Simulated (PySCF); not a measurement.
## Computed properties of benzobisthiadiazole (C6H2N4S2), SMILES c1c2c(cc3nsnc13)N=S=N2

C6H2N4S2, SMILES c1c2c(cc3nsnc13)N=S=N2. The structure is a stationary point at B3LYP-D3(BJ)/def2-SVP. Other conformers were not sampled. All values are computed for the isolated molecule unless a solvent is named; none is compared with measurement here.

**Structure.** The optimised structure has D2h symmetry. All 36 harmonic modes at B3LYP-D3(BJ)/def2-SVP (PySCF) are real, so it is a minimum. With heavy atoms numbered as in [cH:1]1[c:2]2[c:3]([cH:4][c:5]3[n:6][s:7][n:8][c:9]13)[N:10]=[S:11]=[N:12]2, the shortest bond between them is C2–N12 at 1.353 Å and the longest S11–N12 at 1.624 Å.

**Vibrations.** The strongest infrared lines (harmonic, unscaled, degenerate partners summed) lie at 913 cm⁻¹ (52 km/mol, N 66 %, S 25 %, C 9 %), 828 cm⁻¹ (52 km/mol, N 59 %, C 27 %, H 14 %), 786 cm⁻¹ (39 km/mol, N 53 %, C 41 %). The softest mode is at 103 cm⁻¹ and the zero-point energy is 50.4 kcal/mol.

**Electronic structure.** HF/def2-SVP (PySCF) places the frontier levels at -8.02 and -1.09 eV, a gap of 6.93 eV, and gives a dipole moment of 0.00 D and a mean polarisability of 135.7 bohr³. PBE/def2-SVP (PySCF) at the same geometry gives -5.72 and -4.10 eV, so its gap is 5.31 eV narrower. An orbital gap is neither the optical nor the fundamental gap.

**Excitations.** TDDFT-B3LYP/def2-SVP (PySCF) has S1 at 2.44 eV (509 nm, f = 0.051, bright); the most intense of the 10 singlets computed lies at 3.92 eV (f = 0.39). T1 (TDA) is at 1.15 eV. TDDFT-PBE/def2-SVP (PySCF) puts S1 at 2.31 eV.

**NMR.** GIAO shifts at B3LYP/pcSseg-1 (PySCF) (non-relativistic, atoms alike by connectivity averaged): ¹³C from 118.1 to 164.1 ppm against TMS; ¹H at 9.5 ppm against TMS.

**Solvation.** SMD-M06-2X/def2-SVP (PySCF) gives -8.9 kcal/mol in water, -4.6 kcal/mol in n-hexane, -6.0 kcal/mol in diethylether (1 M in both phases, gas-phase geometry); of these solvents water holds the molecule best.
